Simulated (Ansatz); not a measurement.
Input file for Ansatz (an electronic-structure program): R-B3LYP-D3(BJ)/def2-TZVP on OSi (SMILES [O+]#[Si-]).

Ansatz 0.2 input:
```yaml
crystal:
  periodic: [false, false, false]
  atoms:
    - {symbol: Si, position_ang: [0.00000000, 0.00000000, -0.75500000]}
    - {symbol: O, position_ang: [0.00000000, 0.00000000, 0.75500000]}
basis:
  gaussian:
    orbitals: def2-TZVP
hamiltonian:
  xc: b3lyp
  dispersion: d3bj
relax: {f_tol: 0.004, max_steps: 120}
scf: {lower_state_search: off}
```

Program output:

```
WARN ansatz: RAYON_NUM_THREADS=4 ignored (pool sized by the plan → 4); use --threads N
Functional definition: B3LYP
these checks for a lower state are left out or cut short: stability, starts, cluster_reference, orbital_swaps, neighbouring_geometries, increment
integrals: 0.01 GiB planned
412 factors; their error is unknown
mean field: 0.16 GiB planned
mean field evaluation 1: about -9916.7852 eV, gradient 7.2e1 eV
mean field evaluation 2: about -9792.7724 eV, gradient 2.0e2 eV
mean field evaluation 4: about -9926.2516 eV, gradient 5.2e0 eV
mean field evaluation 8: about -9926.3135 eV, gradient 1.6e-2 eV
mean field evaluation 16: about -9926.3428 eV, gradient 6.0e-6 eV
mean field -9926.34275118 eV, -364.7863677890 hartree, gradient 6.0e-6 eV, S^2 0.000000; 0 other end points of the search recorded, 0 dependent functions left out
the calculation of the forces begins
reference -9926.34291667 eV, -364.7863738707 hartree; 11, 11 occupied and 57, 57 virtual orbitals, 412 factors
relax step   1: F+E_penalty+E_count = -9926.37755529 eV  Δ(F+E_penalty+E_count) = +0.000e0 eV  max|allowed force component| = 1.882e-1 eV/Å  Δτ_max = 0.0000 Å  (15 SCF iters, accepted)
these checks for a lower state are left out or cut short: stability, starts, cluster_reference, orbital_swaps, neighbouring_geometries, increment
integrals: 0.01 GiB planned
412 factors; their error is unknown
mean field: 0.16 GiB planned
mean field -9926.34298081 eV, -364.7863762280 hartree, gradient 1.8e-6 eV, S^2 0.000000; 0 other end points of the search recorded, 0 dependent functions left out
the calculation of the forces begins
reference -9926.34314630 eV, -364.7863823094 hartree; 11, 11 occupied and 57, 57 virtual orbitals, 412 factors
relax step   2: F+E_penalty+E_count = -9926.37778434 eV  Δ(F+E_penalty+E_count) = -2.290e-4 eV  max|allowed force component| = 8.923e-2 eV/Å  Δτ_max = 0.0008 Å  (20 SCF iters, accepted)
these checks for a lower state are left out or cut short: stability, starts, cluster_reference, orbital_swaps, neighbouring_geometries, increment
integrals: 0.01 GiB planned
412 factors; their error is unknown
mean field: 0.16 GiB planned
mean field evaluation 32: about -9926.3430 eV, gradient 1.8e-6 eV
mean field -9926.34304831 eV, -364.7863787083 hartree, gradient 1.8e-6 eV, S^2 0.000000; 0 other end points of the search recorded, 0 dependent functions left out
the calculation of the forces begins
reference -9926.34321378 eV, -364.7863847894 hartree; 11, 11 occupied and 57, 57 virtual orbitals, 412 factors
relax step   3: F+E_penalty+E_count = -9926.37785130 eV  Δ(F+E_penalty+E_count) = -6.696e-5 eV  max|allowed force component| = 5.611e-4 eV/Å  Δτ_max = 0.0007 Å  (20 SCF iters, accepted)
Total energy: -9926.37801677 eV, -364.7876637756 hartree
Atom 0 at     0.000000    -0.000000    -0.756573 Å, force    -0.000000     0.000000    -0.000561 eV/Å
Atom 1 at    -0.000000     0.000000     0.756573 Å, force     0.000000    -0.000000     0.000561 eV/Å
Dipole moment:    -0.000000    -0.000000    -0.648561 e Å
Checks for a lower state left out: stability, starts, cluster_reference, orbital_swaps, neighbouring_geometries, increment
```

The run converged.

Cost: very roughly 2.3 core-seconds.
